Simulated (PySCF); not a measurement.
**Assignment exercise: C9H18Si2**

Geometry:
```json
{"atom": "Si1", "x (Å)": "0.356", "y (Å)": "0.584", "z (Å)": "0.268"}
{"atom": "C2", "x (Å)": "0.252", "y (Å)": "0.534", "z (Å)": "2.143"}
{"atom": "C3", "x (Å)": "1.318", "y (Å)": "0.539", "z (Å)": "2.953"}
{"atom": "H4", "x (Å)": "-0.743", "y (Å)": "0.460", "z (Å)": "2.603"}
{"atom": "H5", "x (Å)": "2.337", "y (Å)": "0.615", "z (Å)": "2.556"}
{"atom": "H6", "x (Å)": "1.226", "y (Å)": "0.474", "z (Å)": "4.044"}
{"atom": "C7", "x (Å)": "2.150", "y (Å)": "0.503", "z (Å)": "-0.279"}
{"atom": "C8", "x (Å)": "2.787", "y (Å)": "1.489", "z (Å)": "-0.923"}
{"atom": "H9", "x (Å)": "2.705", "y (Å)": "-0.427", "z (Å)": "-0.087"}
{"atom": "H10", "x (Å)": "2.291", "y (Å)": "2.441", "z (Å)": "-1.141"}
{"atom": "H11", "x (Å)": "3.827", "y (Å)": "1.396", "z (Å)": "-1.255"}
{"atom": "C12", "x (Å)": "-0.442", "y (Å)": "2.156", "z (Å)": "-0.378"}
{"atom": "C13", "x (Å)": "-0.891", "y (Å)": "3.150", "z (Å)": "0.399"}
{"atom": "H14", "x (Å)": "-0.578", "y (Å)": "2.255", "z (Å)": "-1.464"}
{"atom": "H15", "x (Å)": "-0.784", "y (Å)": "3.119", "z (Å)": "1.490"}
{"atom": "H16", "x (Å)": "-1.379", "y (Å)": "4.041", "z (Å)": "-0.014"}
{"atom": "Si17", "x (Å)": "-0.794", "y (Å)": "-1.278", "z (Å)": "-0.597"}
{"atom": "C18", "x (Å)": "-2.590", "y (Å)": "-1.206", "z (Å)": "-0.020"}
{"atom": "C19", "x (Å)": "-0.726", "y (Å)": "-1.229", "z (Å)": "-2.484"}
{"atom": "C20", "x (Å)": "0.020", "y (Å)": "-2.860", "z (Å)": "0.036"}
{"atom": "H21", "x (Å)": "-3.171", "y (Å)": "-2.055", "z (Å)": "-0.416"}
{"atom": "H22", "x (Å)": "-3.071", "y (Å)": "-0.275", "z (Å)": "-0.357"}
{"atom": "H23", "x (Å)": "-2.653", "y (Å)": "-1.239", "z (Å)": "1.080"}
{"atom": "H24", "x (Å)": "-1.225", "y (Å)": "-0.329", "z (Å)": "-2.874"}
{"atom": "H25", "x (Å)": "0.316", "y (Å)": "-1.219", "z (Å)": "-2.839"}
{"atom": "H26", "x (Å)": "-1.227", "y (Å)": "-2.110", "z (Å)": "-2.919"}
{"atom": "H27", "x (Å)": "1.063", "y (Å)": "-2.936", "z (Å)": "-0.311"}
{"atom": "H28", "x (Å)": "0.027", "y (Å)": "-2.882", "z (Å)": "1.137"}
{"atom": "H29", "x (Å)": "-0.521", "y (Å)": "-3.751", "z (Å)": "-0.322"}
```

- PBE0-D3(BJ)/def2-SVP geometry
- GIAO B3LYP/pcSseg-1 shieldings
- program: PySCF 2.14.0 with density-fitted response routines
- rapidly exchanging positions averaged, in vacuum, single conformer, no relativistic terms

References, each an isolated molecule treated in the same way: $^{13}$C (179.24 ppm), $^{1}$H (31.38 ppm) vs TMS.

Q: Assign these signals to the numbered atoms. $^{13}$C{$^{1}$H} NMR (computed): δ 144.8, 143.2, -2.2.

A: 
| δ (ppm) | atoms | environment | reason |
| --- | --- | --- | --- |
| 144.8 | C3/C8/C13 | carbon bonded to C, 2 H | – |
| 143.2 | C2/C7/C12 | carbon bonded to C, Si, H | – |
| -2.2 | C18/C19/C20 | carbon bonded to Si, 3 H | – |

C3/C8/C13 and C2/C7/C12 lie closer than the usual error of such a calculation, so a measured spectrum could show them in the other order.

Q: Assign these signals to the numbered atoms. $^{1}$H NMR (300 MHz, computed): δ 6.31 (m, 3H), 6.14 (m, 6H), 0.12 (s, 9H).

A: 
6.31 → H4/H9/H14, hydrogen on a carbon bonded to C, Si
6.14 → H5/H6/H10/H11/H15/H16, hydrogen on a carbon bonded to C
0.12 → H21/H22/H23/H24/H25/H26/H27/H28/H29, hydrogen on a carbon bonded to Si

Shifts are as computed. Against solution values, carbons near 30 ppm lie about +2 ppm off and those near 130 ppm about +6 ppm. Of 1309 compounds with measured shifts, 239 miss one by over three times the rms of a fit or turn the order of signals round; such compounds aren't used in these exercises. Multiplicities follow the n + 1 count of equivalent neighbours, as no J values were calculated; m marks all less simple cases, F and P coupling included.
